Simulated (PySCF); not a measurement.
Compound: C6H9ClO.
Geometry (GFN2-xTB, Å), atoms numbered from 1 in this order:
```
atom  x, y, z in Å
C1     2.4225    0.7071    0.7740
C2     1.6537    0.4456   -0.2655
C3     0.5824   -0.5982   -0.2778
C4    -0.8135   -0.0105   -0.5893
C5    -1.8527   -1.1214   -0.7304
C6    -1.1794    0.8781    0.5618
O7    -1.7148    0.5774    1.5739
Cl8   -0.6571    2.5539    0.3144
H9     2.3164    0.1750    1.7052
H10    3.1898    1.4607    0.7412
H11    1.7746    0.9958   -1.1893
H12    0.5463   -1.1123    0.6842
H13    0.8080   -1.3352   -1.0533
H14   -0.7551    0.5788   -1.5075
H15   -1.5737   -1.7948   -1.5365
H16   -2.8304   -0.7003   -0.9512
H17   -1.9240   -1.6878    0.1945
```

Theory: TDDFT CAM-B3LYP/def2-SVPD, vertical, gas phase, core orbitals frozen in the response (PySCF).

Transition dipole moments from the ground state, in atomic units and in the frame of the coordinates above (overall signs are arbitrary), for the states with f of 0.002 or more among the lowest 8:

| state | E (eV) | μx | μy | μz |
| --- | --- | --- | --- | --- |
| S2 | 6.146 | 0.186 | 0.015 | -0.099 |
| S4 | 7.192 | -0.026 | 0.138 | -0.165 |
| S5 | 7.383 | 0.987 | 0.311 | 0.834 |
| S6 | 7.488 | -0.613 | 0.188 | -0.079 |
| S7 | 7.708 | 0.084 | -0.094 | 0.070 |
| S8 | 7.902 | -0.021 | -0.088 | -0.075 |

(1) What oscillator strength does each state have?

(2) Which bond between heavy atoms lies closest to the direction of the S5 transition dipole?

(3) What angle do the transition dipoles of S5 and S6 make?

(4) How is the summed strength of these states shared among x, y and z?

(5) What peak molar absorption coefficient would the strongest computed level give as a lone Gaussian band 0.3 eV wide at half height?

## Answers

(1) f = (2/3) ΔE |μ|² with ΔE in hartree (27.2114 eV).

```json
{"state": "S2", "|μ|² (au)": "0.045", "|μ| (D)": "0.54", "f": "0.007"}
{"state": "S4", "|μ|² (au)": "0.047", "|μ| (D)": "0.55", "f": "0.008"}
{"state": "S5", "|μ|² (au)": "1.765", "|μ| (D)": "3.38", "f": "0.319"}
{"state": "S6", "|μ|² (au)": "0.418", "|μ| (D)": "1.64", "f": "0.077"}
{"state": "S7", "|μ|² (au)": "0.021", "|μ| (D)": "0.37", "f": "0.004"}
{"state": "S8", "|μ|² (au)": "0.014", "|μ| (D)": "0.30", "f": "0.003"}
```

(2) C1–C2, at 13° from it; next C4–C5 at 43°.

(3) |cos θ| = |μa·μb| / (|μa| |μb|) = 0.71, so θ ≈ 44° (taken between 0 and 90°, since the signs are arbitrary).

(4) (2/3) Σ ΔE μα² gives 0.252 for x, 0.031 for y and 0.135 for z, 0.418 in all.

(5) ε(max) = 2.175×10⁸ f / FWHM, with the width in cm⁻¹. S5: 2.175×10⁸ × 0.3193 / 2420 ≈ 29000 L mol⁻¹ cm⁻¹.

One conformer stands for the species.
